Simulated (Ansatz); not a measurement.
CH$_{3}$AlF$_{2}$Si, SMILES `F[Si]1(F)[CH2][AlH]1`. Total charge 0; spin multiplicity 1.

```xyz
8

F    -2.345    0.078   -0.221
Si   -0.837    0.193   -0.733
F    -0.896   -0.140   -2.291
C     0.361   -0.757    0.320
Al    0.720    1.154    0.705
H     0.179   -1.650    0.918
H     1.223   -0.942   -0.354
H     1.596    2.065    1.657
```

Q: What are the harmonic wavenumbers in cm⁻¹ at PBE0-D4/def2-TZVP (Ansatz, finite differences of forces, unscaled)? (Estimate.)

A: Ansatz gave: 115, 186, 254, 269, 320, 398, 423, 498, 554, 723, 786, 848, 906, 927, 1325, 1931, 2950, 3142.

Q: Is this a minimum?

A: Yes, all 18 modes are real.

Q: Give the ideal-gas thermochemistry at 298.15 K and 1 bar (rigid rotor, harmonic oscillator; point group C1, symmetry number 1).

A: Zero-point energy 99.0 kJ/mol; H(298) − E = 119.4 kJ/mol; entropy 339.3 J/(mol·K), of which translation 167.3, rotation 113.1, vibration 58.9; G(298) − E = 18.3 kJ/mol.

Q: Rotational constants (cm⁻¹)?

A: 0.1777, 0.0739, 0.0653.
